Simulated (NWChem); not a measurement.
Si₂NH₆OCl; SMILES N[Si@@H](Cl)O[SiH3]

```xyz
11

N     -1.7609     0.6445     0.6328
Si    -0.5130     0.5910    -0.5362
Cl     0.9580     1.8472     0.1964
O      0.0593    -0.9447    -0.7023
Si     0.4536    -2.2395     0.2725
H     -2.6511     0.1806     0.4947
H     -1.8205     1.4089     1.2942
H     -0.8529     1.0380    -1.9065
H      1.4061    -3.1035    -0.4787
H     -0.7740    -3.0257     0.5960
H      1.0890    -1.7749     1.5409
```
Atoms are numbered in this order, from 1.

Computed with NWChem. Coordinates come from a PBE0/def2-SVP optimisation. B3LYP is NWChem's, with the RPA form of VWN correlation.

**Question.** Order these by “orbital gap (eV)”, lowest first: CAM-B3LYP/def2-TZVP; PBE/def2-TZVP; B3LYP/def2-TZVP; PBE0/def2-TZVP; TPSSh/def2-TZVP.

**Answer.** PBE/def2-TZVP (5.82), TPSSh/def2-TZVP (7.05), B3LYP/def2-TZVP (7.67), PBE0/def2-TZVP (8.16), CAM-B3LYP/def2-TZVP (10.56)
